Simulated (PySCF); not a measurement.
## Basis-set dependence of population analyses: `B[PH2+][BH2-]C#C`

Compound: C2H7B2P.
Atom-mapped SMILES: `[BH2:1][PH2+:2][BH2-:3][C:4]#[CH:5]` (hydrogens: H6, H7 on B1; H8, H9 on P2; H10, H11 on B3; H12 on C5)

PBE0 throughout (PySCF), one geometry, spherical d and f functions. Isolated species at its PBE0-D3(BJ)/def2-SVP geometry (one conformer only). Atoms taken as equivalent share a column and are averaged. The first 7 of 9 kinds of atom are listed.

Mulliken charges (e):

```csv
basis,functions,B1,P2,B3,C4,C5,H6/H7,H8/H9
STO-3G,36,+0.064,+0.418,-0.081,-0.148,-0.194,-0.008,+0.001
6-31G,63,+0.020,+0.175,-0.177,-0.040,-0.370,+0.038,+0.042
pcSseg-0,63,+0.042,-0.303,-0.162,-0.249,-0.365,+0.106,+0.172
6-31G*,88,-0.018,+0.123,-0.290,+0.059,-0.349,+0.059,+0.070
cc-pVDZ,109,+0.004,+0.150,-0.172,+0.126,-0.268,+0.042,+0.070
def2-SVP,109,+0.031,+0.128,-0.208,+0.066,-0.229,+0.041,+0.056
aug-cc-pVDZ,182,-1.206,-0.756,-1.497,-0.405,+0.855,+0.695,+0.405
"6-311+G(2d,p)",185,-0.006,+0.181,-0.436,+0.289,-0.482,+0.044,+0.081
def2-TZVP,203,-0.020,+0.084,-0.285,-0.005,-0.302,+0.064,+0.103
cc-pVTZ,252,-0.062,+0.209,-0.280,-0.173,-0.131,+0.065,+0.071
IGLO-III,254,+0.082,+0.392,-0.009,-0.176,-0.262,-0.012,-0.034
```

IAO charges (e):

```json
{"basis": "STO-3G", "functions": "36", "B1": "-0.046", "P2": "+0.529", "B3": "-0.358", "C4": "-0.148", "C5": "-0.208", "H6/H7": "+0.028", "H8/H9": "+0.024"}
{"basis": "6-31G", "functions": "63", "B1": "-0.092", "P2": "+0.445", "B3": "-0.401", "C4": "-0.118", "C5": "-0.265", "H6/H7": "+0.053", "H8/H9": "+0.047"}
{"basis": "pcSseg-0", "functions": "63", "B1": "-0.086", "P2": "+0.401", "B3": "-0.410", "C4": "-0.116", "C5": "-0.249", "H6/H7": "+0.054", "H8/H9": "+0.063"}
{"basis": "6-31G*", "functions": "88", "B1": "-0.095", "P2": "+0.549", "B3": "-0.413", "C4": "-0.123", "C5": "-0.255", "H6/H7": "+0.046", "H8/H9": "+0.012"}
{"basis": "cc-pVDZ", "functions": "109", "B1": "-0.108", "P2": "+0.550", "B3": "-0.427", "C4": "-0.117", "C5": "-0.266", "H6/H7": "+0.051", "H8/H9": "+0.016"}
{"basis": "def2-SVP", "functions": "109", "B1": "-0.100", "P2": "+0.560", "B3": "-0.426", "C4": "-0.115", "C5": "-0.259", "H6/H7": "+0.047", "H8/H9": "+0.012"}
{"basis": "aug-cc-pVDZ", "functions": "182", "B1": "-0.106", "P2": "+0.551", "B3": "-0.428", "C4": "-0.116", "C5": "-0.279", "H6/H7": "+0.051", "H8/H9": "+0.017"}
{"basis": "6-311+G(2d,p)", "functions": "185", "B1": "-0.112", "P2": "+0.575", "B3": "-0.434", "C4": "-0.117", "C5": "-0.278", "H6/H7": "+0.051", "H8/H9": "+0.010"}
{"basis": "def2-TZVP", "functions": "203", "B1": "-0.113", "P2": "+0.579", "B3": "-0.435", "C4": "-0.117", "C5": "-0.277", "H6/H7": "+0.051", "H8/H9": "+0.008"}
{"basis": "cc-pVTZ", "functions": "252", "B1": "-0.110", "P2": "+0.565", "B3": "-0.432", "C4": "-0.118", "C5": "-0.276", "H6/H7": "+0.051", "H8/H9": "+0.012"}
{"basis": "IGLO-III", "functions": "254", "B1": "-0.114", "P2": "+0.578", "B3": "-0.435", "C4": "-0.117", "C5": "-0.279", "H6/H7": "+0.052", "H8/H9": "+0.009"}
```

Hirshfeld charges (e):

| basis | functions | B1 | P2 | B3 | C4 | C5 | H6/H7 | H8/H9 |
| --- | --- | --- | --- | --- | --- | --- | --- | --- |
| STO-3G | 36 | +0.168 | +0.370 | -0.045 | -0.146 | -0.150 | -0.048 | +0.018 |
| 6-31G | 63 | +0.145 | +0.254 | -0.061 | -0.127 | -0.155 | -0.029 | +0.030 |
| pcSseg-0 | 63 | +0.150 | +0.281 | -0.066 | -0.134 | -0.145 | -0.035 | +0.032 |
| 6-31G* | 88 | +0.147 | +0.247 | -0.065 | -0.126 | -0.151 | -0.029 | +0.028 |
| cc-pVDZ | 109 | +0.145 | +0.264 | -0.068 | -0.127 | -0.146 | -0.033 | +0.029 |
| def2-SVP | 109 | +0.144 | +0.279 | -0.074 | -0.129 | -0.145 | -0.034 | +0.028 |
| aug-cc-pVDZ | 182 | +0.144 | +0.249 | -0.069 | -0.131 | -0.145 | -0.031 | +0.031 |
| 6-311+G(2d,p) | 185 | +0.146 | +0.254 | -0.068 | -0.135 | -0.144 | -0.032 | +0.029 |
| def2-TZVP | 203 | +0.145 | +0.250 | -0.070 | -0.130 | -0.145 | -0.031 | +0.030 |
| cc-pVTZ | 252 | +0.145 | +0.251 | -0.069 | -0.128 | -0.145 | -0.032 | +0.030 |
| IGLO-III | 254 | +0.144 | +0.257 | -0.070 | -0.134 | -0.146 | -0.032 | +0.032 |

ESP-fitted charges (e):

```json
{"basis": "STO-3G", "functions": "36", "B1": "+0.207", "P2": "+0.391", "B3": "-0.327", "C4": "+0.054", "C5": "-0.385", "H6/H7": "-0.068", "H8/H9": "+0.036"}
{"basis": "6-31G", "functions": "63", "B1": "+0.132", "P2": "+0.229", "B3": "-0.066", "C4": "+0.024", "C5": "-0.491", "H6/H7": "-0.027", "H8/H9": "+0.048"}
{"basis": "pcSseg-0", "functions": "63", "B1": "+0.182", "P2": "+0.124", "B3": "-0.074", "C4": "-0.016", "C5": "-0.462", "H6/H7": "-0.033", "H8/H9": "+0.079"}
{"basis": "6-31G*", "functions": "88", "B1": "+0.123", "P2": "+0.199", "B3": "-0.067", "C4": "+0.024", "C5": "-0.490", "H6/H7": "-0.022", "H8/H9": "+0.051"}
{"basis": "cc-pVDZ", "functions": "109", "B1": "+0.105", "P2": "+0.182", "B3": "-0.060", "C4": "+0.008", "C5": "-0.481", "H6/H7": "-0.015", "H8/H9": "+0.059"}
{"basis": "def2-SVP", "functions": "109", "B1": "+0.110", "P2": "+0.197", "B3": "-0.103", "C4": "+0.023", "C5": "-0.484", "H6/H7": "-0.017", "H8/H9": "+0.058"}
{"basis": "aug-cc-pVDZ", "functions": "182", "B1": "+0.135", "P2": "+0.132", "B3": "-0.008", "C4": "+0.043", "C5": "-0.540", "H6/H7": "-0.025", "H8/H9": "+0.068"}
{"basis": "6-311+G(2d,p)", "functions": "185", "B1": "+0.126", "P2": "+0.147", "B3": "-0.051", "C4": "+0.059", "C5": "-0.557", "H6/H7": "-0.022", "H8/H9": "+0.066"}
{"basis": "def2-TZVP", "functions": "203", "B1": "+0.123", "P2": "+0.154", "B3": "-0.061", "C4": "+0.066", "C5": "-0.554", "H6/H7": "-0.022", "H8/H9": "+0.064"}
{"basis": "cc-pVTZ", "functions": "252", "B1": "+0.125", "P2": "+0.151", "B3": "-0.045", "C4": "+0.047", "C5": "-0.535", "H6/H7": "-0.022", "H8/H9": "+0.064"}
{"basis": "IGLO-III", "functions": "254", "B1": "+0.126", "P2": "+0.148", "B3": "-0.030", "C4": "+0.034", "C5": "-0.532", "H6/H7": "-0.022", "H8/H9": "+0.064"}
```

Q: Which scheme is steadiest as the basis changes?

A: Largest range over the bases for any column: Hirshfeld 0.12 e, IAO 0.18 e, ESP-fitted 0.32 e, Mulliken 1.49 e. Hirshfeld charges move least and Mulliken charges most, counted in e. Without the minimal STO-3G basis the ranges are Hirshfeld 0.03, IAO 0.18, ESP-fitted 0.10, Mulliken 1.49 e.

Q: How much do the charges still move between the two largest bases, cc-pVTZ and IGLO-III?

A: At most, over all atoms: Mulliken 0.271 e, IAO 0.013 e, Hirshfeld 0.006 e, ESP-fitted 0.016 e.

Q: What do the same runs give for the total energy, the frontier levels and the dipole moment?

A: 
| basis | energy (Eh) | HOMO (eV) | LUMO (eV) | μ (D) |
| --- | --- | --- | --- | --- |
| STO-3G | -465.6633 | -4.45 | -0.28 | 5.81 |
| 6-31G | -470.9774 | -6.72 | -2.71 | 4.76 |
| pcSseg-0 | -470.3747 | -7.02 | -3.03 | 4.94 |
| 6-31G* | -471.0368 | -6.71 | -2.73 | 4.49 |
| cc-pVDZ | -471.0688 | -6.87 | -2.88 | 4.54 |
| def2-SVP | -470.8629 | -6.93 | -2.94 | 4.63 |
| aug-cc-pVDZ | -471.0763 | -7.04 | -2.95 | 4.43 |
| 6-311+G(2d,p) | -471.1104 | -7.07 | -2.98 | 4.45 |
| def2-TZVP | -471.1214 | -7.06 | -2.98 | 4.42 |
| cc-pVTZ | -471.1221 | -7.03 | -2.96 | 4.43 |
| IGLO-III | -471.1255 | -7.07 | -2.99 | 4.47 |

The dipole is fixed by the density alone, so its range of 1.39 D shows that the density itself changes with the basis, not only its division among atoms.
